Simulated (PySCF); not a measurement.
Task: Give a GFN2-xTB geometry of `[O-]C1=CC=CC=C1O`. (Charge -1.)

Result: 
```
atom  x, y, z in Å
O1     1.5690    1.8799    0.4665
C2     0.6512    1.0079    0.2831
C3    -0.7184    1.1338    0.5706
C4    -1.5964    0.0925    0.3128
C5    -1.1659   -1.1004   -0.2328
C6     0.1898   -1.2718   -0.5360
C7     1.0619   -0.2507   -0.2842
O8     2.4153   -0.2928   -0.5357
H9    -1.0833    2.0607    0.9991
H10   -2.6507    0.2213    0.5470
H11   -1.8676   -1.9038   -0.4284
H12    0.5458   -2.2019   -0.9655
H13    2.6448    0.6258   -0.2143
```

Orientation and origin are arbitrary. Atoms count from 1 in this order. C6 (aromatic CH carbon) is planar (angles 120.6°, 120.3° and 119.1°, sum 360.0°, 0.00 Å off the plane of its three neighbours). C3 (aromatic CH carbon) is planar (angles 120.8°, 120.2° and 119.0°, sum 360.0°, 0.00 Å off the plane of its three neighbours). The C–O distances run from 1.279 Å (O1–C2, drawn single) to 1.377 Å (C7–O8, drawn single), a spread of 0.098 Å. C5 (aromatic CH carbon) is planar (angles 120.6°, 119.8° and 119.6°, sum 360.0°, 0.00 Å off the plane of its three neighbours).

Bonds between heavy atoms (Å): O1–C2 1.279, C2–C3 1.405, C3–C4 1.386, C4–C5 1.381, C5–C6 1.400, C6–C7 1.366, C7–O8 1.377, C2–C7 1.440.

The geometry is computed with GFN2-xTB (gas phase).

Point group: Cs (tolerance 0.08 Å). Whether it is a minimum is left open (no frequencies). Torsions: C6–C7–O8–H 180°.

One conformer stands for the species.
